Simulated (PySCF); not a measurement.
HfI3, SMILES [I][Hf]([I])[I] (connectivity only; charge and spin as stated), neutral, multiplicity 2. Atoms are numbered in the order given.

```xyz
4

Hf     0.0000     0.0000     0.0000
I     -2.7066     0.0000     0.0000
I      1.3533     2.3440     0.0000
I      1.3533    -2.3440     0.0000
```
Charge 0, spin multiplicity 2.

The structure is a stationary point at B3LYP-D3(BJ)/def2-SVP. The multiplicity is an assumed one; no other spin state was optimised. The isomer is the one that the SMILES or the coordinates give; other isomers of the formula were not compared. The def2 effective core potentials stand for the cores of Hf, I; spin–orbit coupling is left out.

The numbers are results of r2SCAN/def2-TZVP (PySCF), not measurements.

Isolated molecule, no solvent.

Q: Estimate the frontier levels, dipole moment and polarisability. (An estimate is asked for; the answer gives what the named calculation found.)

A: 
* **α spin, highest occupied and lowest empty level**: -5.33 and -3.29 eV
* **β spin, highest occupied and lowest empty level**: -7.18 and -2.78 eV
* **dipole moment**: 0.00 D
* **quadrupole, principal values (traceless, Buckingham form, about the centre of nuclear charge)**: -0.52, -0.52, 1.03 D·Å
* **mean static polarisability**: 148.0 bohr³ (21.93 Å³)
* **polarisability, principal values**: 107.7, 168.1, 168.1 bohr³
* **⟨S²⟩**: 0.756 (pure state 0.75)
